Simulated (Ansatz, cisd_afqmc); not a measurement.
Species: CH$_{5}$Ge, charge 0, doublet. CH5Ge (SMILES [GeH2][CH3], doublet).
B3LYP-D3(BJ)/def2-TZVP minimum from Ansatz (an electronic-structure program):
```xyz
7

Ge     0.3556    -0.0716    -0.2023
C     -1.2649     0.3943     0.8289
H      0.8523    -1.4935     0.1660
H      0.0746    -0.0113    -1.7259
H     -2.0575    -0.3195     0.5955
H     -1.6035     1.3956     0.5680
H     -1.0572     0.3545     1.8969
```
Charge 0, spin multiplicity 2.

Total energies in cc-pVDZ, 13 correlated electrons, 15 frozen orbitals. Radicals and triplets start from unrestricted determinants; spin-orbit coupling is neglected. Cores are frozen in correlated methods (noble-gas shells, and filled d and f shells in the p block). No relativity. AFQMC is phaseless with a CISD trial state; ± is one standard error, without the phaseless bias. Outlying blocks are dropped, and bars are widened where a walk drifts. Over all cases where full CI ran beside it in this data, AFQMC minus full CI had a median of +0.1 mEh and passed +0.4 mEh in a tenth of the cases.

| method | program | energy (Eh) | minus CCSDT(Q) (mEh) |
|---|---|---|---|
| HF | Ansatz | -2116.07772 | 279.59 |
| MP2 | Ansatz | -2116.31172 | 45.59 |
| CCSD | Ansatz | -2116.34933 | 7.98 |
| CCSD(T) | Ansatz | -2116.35611 | 1.20 |
| CCSDT(Q) | Ansatz | -2116.35731 | 0.00 |
| AFQMC/CISD | cisd_afqmc | -2116.3567 ± 0.0004 | 0.7 ± 0.4 |

Rough core times of Ansatz's runs on a shared machine: CCSD(T) under 20 s, CCSDT(Q) 2 min.
